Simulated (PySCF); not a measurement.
Job for PySCF: R-B3LYP/3-21G on C2H4FIn (SMILES C=[CH][InH][F]).

```python
from pyscf import gto, scf, dft, mp
from pyscf.data.elements import chemcore

mol = gto.M(
    atom='''
    C    -1.28771552    0.55525349    0.02139968
    C    -0.62032192   -0.58545701    0.18326063
    In    1.45972510   -0.51027387    0.61085328
    F     1.89647207    1.42823772    0.65812518
    H    -0.80166034    1.52141735    0.10032336
    H    -2.35247132    0.56843646   -0.19760090
    H    -1.14480248   -1.53139788    0.09544502
    H     2.85077442   -1.44621624    0.91888857
    ''',
    basis='3-21g',
    charge=0, spin=0, verbose=3, max_memory=1800)
mf = dft.RKS(mol, xc='b3lyp')
mf.conv_tol = 1e-8
mf.max_cycle = 100
mf.kernel()
if not mf.converged:
    mf = mf.newton().run(mf.mo_coeff, mf.mo_occ)
```

Output:

```
converged SCF energy = -5894.71875906118
```

The calculation finished and met its thresholds.

Cost: around 10 core-seconds (rough).
